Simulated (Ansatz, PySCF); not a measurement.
Species: sum formula H2SiO2, net charge 1, doublet state. 
Structure (B3LYP-D3(BJ)/def2-TZVP (Ansatz, a quantum-chemistry and plane-wave program) minimum search):
```xyz
5

Si    -0.0545    -0.0284     0.4181
O      0.7519    -1.2122    -0.2155
H      1.0510    -1.4632    -1.1022
O     -0.6929     1.2429    -0.2372
H     -0.7603     1.6146    -1.1293
```
Charge +1, spin multiplicity 2.

Total electronic energies in hartree. Cores are frozen in the correlated levels unless marked. Open shells are spin-unrestricted. Spin-orbit coupling is left out. No relativistic terms. CBS marks a two-point X^-3 extrapolation of the correlation energy; Hartree-Fock from the larger set. [CCSD(T)-MP2]/basis is that difference in the basis named.

```
level                                                                             program  energy (Eh)
-------------------------------------------------------------------------  --------------  -----------
TPSS/def2-TZVPD                                                                     PySCF   -440.98672
TPSS-D4/def2-TZVPD                                                          PySCF + dftd4   -440.98956
M06-L/def2-TZVPD                                                                    PySCF            …
PBE0/6-31G*                                                                        Ansatz            …
PBE0/def2-SVP                                                                      Ansatz            …
PBE0/def2-TZVPD                                                                    Ansatz   -440.67147
PBE0/def2-QZVPP                                                                    Ansatz   -440.69208
HSE06-D4/def2-TZVPD                                                        Ansatz + dftd4   -440.66036
RI-MP2/CBS(aug-cc-pV(T+d)Z,aug-cc-pV(Q+d)Z)+[CCSD(T)-MP2]/aug-cc-pV(T+d)Z          Ansatz    -440.3497
```

### Question
Complete the blanks.

### Answer

- M06-L/def2-TZVPD, energy (Eh): -440.91794
- PBE0/6-31G*, energy (Eh): -440.55121
- PBE0/def2-SVP, energy (Eh): -440.36958
